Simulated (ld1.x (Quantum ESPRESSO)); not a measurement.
## PBE PAW dataset for sulfur, scalar-relativistic all-electron reference.

ld1.x (Quantum ESPRESSO) 7.5 was run on this input:

```
&input
   title='S', zed=16., rel=1, dft='PBE', iswitch=3,
   config='[Ne] 3s1 3p5 3d-2',
   nld=3, rlderiv=1.75, eminld=-3.0, emaxld=5.0, deld=0.02
 /
 &inputp
   pseudotype=3, lpaw=.true., tm=.true., lloc=-2, rcloc=1.10,
   nlcc=.true., rcore=0.75,
   which_augfun='PSQ', rmatch_augfun_nc=.true.,
   file_pseudopw='S.UPF', file_wfcaegen='ae.wfc', file_wfcncgen='nc.wfc', file_beta='beta', file_chi='chi', file_wfcusgen='us.wfc'
 /
6
3S  1  0   1.00   0.00  1.00  1.25  0.0
3S  1  0   0.00  -0.95  1.00  1.25  0.0
3P  2  1   5.00   0.00  1.45  1.60  0.0
3P  2  1   0.00  -0.10  1.45  1.60  0.0
3D  3  2  -2.00   0.35  1.35  1.55  0.0
3D  3  2  -2.00   1.20  1.35  1.55  0.0
 &test
   configts(1)='3s1 3p5'
 /
```

Command:

```bash
ld1.x < S.in > S.out
```

Output (shortened: banner, matrices, multipoles, cross overlaps and the repeated all-electron block are left out):

```
Program LD1 v.7.5
     --------------------------- All-electron run ----------------------------

     S
     scalar relativistic calculation

     atomic number is 16.00
     dft =PBE   lsd =0 sic =0 latt =0  beta=0.20 tr2=1.0E-14
     Exchange-correlation= PBE
                           (   1   4   3   4   0   0   0)
     mesh =1151 r(mesh) =  99.72449 a.u. xmin = -7.00 dx = 0.01250
     1 Ry =  13.60569312 eV, c = 137.03599908

     n l     nl                  e(Ry)          e(Ha)          e(eV)
     1 0     1S 1( 2.00)      -176.9413       -88.4707     -2407.4092
     2 0     2S 1( 2.00)       -15.6663        -7.8331      -213.1506
     2 1     2P 1( 6.00)       -11.6079        -5.8040      -157.9341
     3 0     3S 1( 1.00)        -1.3180        -0.6590       -17.9325
     3 1     3P 1( 5.00)        -0.5557        -0.2778        -7.5604

     final scf error:  3.6E-15 reached in  24 iterations

     Etot =    -797.335435 Ry,    -398.667718 Ha,  -10848.301248 eV

     Ekin =     800.362656 Ry,     400.181328 Ha,   10889.488681 eV
     Encl =   -1900.086539 Ry,    -950.043269 Ha,  -25851.994353 eV
     Eh   =     353.219297 Ry,     176.609649 Ha,    4805.793361 eV
     Exc  =     -50.830849 Ry,     -25.415425 Ha,    -691.588937 eV

     normalization and overlap integrals

     s(1S/1S) =  1.000000  <r> =   0.0969  <r2> =    0.0126  r(max) =   0.0633
     s(2S/2S) =  1.000000  <r> =   0.4789  <r2> =    0.2729  r(max) =   0.3877
     s(2P/2P) =  1.000000  <r> =   0.4424  <r2> =    0.2447  r(max) =   0.3254
     s(3S/3S) =  1.000000  <r> =   1.6813  <r2> =    3.2873  r(max) =   1.4048
     s(3P/3P) =  1.000000  <r> =   2.0354  <r2> =    4.9799  r(max) =   1.5919

     ------------------------ End of All-electron run ------------------------

     --------------------- Generating PAW atomic setup --------------------

      Generating local potential from pseudized AE potential:
      Matching radius rcloc =   1.1000
      Enforcing V''(0)=0 (lloc=-2)

      Local pseudo, rcloc= 1.108 Estimated cut-off energy=    21.78 Ry

      Computing core charge for nlcc:

       r > 0.75 : true rho core
       r < 0.75 : rho core = a sin(br)/r    a=  11.67  b=   3.50

      Integrated core pseudo-charge :   3.40
      Wfc-us  3S rcutus= 1.255  Estimated cut-off energy=    27.03 Ry
      Wfc-us  3S rcutus= 1.255  Estimated cut-off energy=    27.49 Ry
      Wfc-us  3P rcutus= 1.612  Estimated cut-off energy=    28.86 Ry
      Wfc-us  3P rcutus= 1.612  Estimated cut-off energy=    29.69 Ry
      Wfc-us  3D rcutus= 1.533  Estimated cut-off energy=    45.75 Ry
      Wfc-us  3D rcutus= 1.533  Estimated cut-off energy=    47.22 Ry

     Required augmentation: PSQ   radius:    1.600000

     Q pseudized with Bessel functions
     Expected ecutrho=     263.9012 due to l1=  0   l2=  2

     Estimated PAW energy =  -65.238358 Ryd

     ------------------- End of pseudopotential generation -------------------

     Computing logarithmic derivative in   1.74836
     Computing logarithmic derivative in   1.74836
     Computing the partial wave expansion
     R is outside the sphere for l=    0 j= 0.00
     R is outside the sphere for l=    0 j= 0.00
     R is outside the sphere for l=    1 j= 0.00
     R is outside the sphere for l=    1 j= 0.00
     R is outside the sphere for l=    2 j= 0.00
     R is outside the sphere for l=    2 j= 0.00

     ---------------------- Testing the pseudopotential ----------------------

     S
     scalar relativistic calculation

     atomic number is 16.00   valence charge is  6.00
     dft = SLA  PW   PBX  PBC   lsd =0 sic =0 latt =0  beta=0.20 tr2=1.0E-14
     mesh =1151 r(mesh) =  99.72449 xmin = -7.00 dx = 0.01250

     n l     nl             e AE (Ry)        e PS (Ry)    De AE-PS (Ry)
     1 0     3S   1( 1.00)       -1.31802       -1.31803        0.00001
     2 1     3P   1( 5.00)       -0.55568       -0.55568        0.00000

     eps = 8.1E-18  iter =  4

     Etot =    -797.335435 Ry,    -398.667718 Ha,  -10848.301248 eV
     Etotps =   -65.238387 Ry,     -32.619194 Ha,    -887.613477 eV

     Ekin =      25.375463 Ry,      12.687731 Ha,     345.250761 eV
     Encl =     -56.357282 Ry,     -28.178641 Ha,    -766.779890 eV
     Ehrt =      16.574279 Ry,       8.287139 Ha,     225.504554 eV
     Ecxc =     -50.830847 Ry,     -25.415423 Ha,    -691.588902 eV
     (Ecc =      -6.099051 Ry,      -3.049525 Ha,     -82.981811 eV)

     ---------------------- End of pseudopotential test ----------------------
```

Generation and configuration tests took about 1.1 s on one core of a shared server CPU.
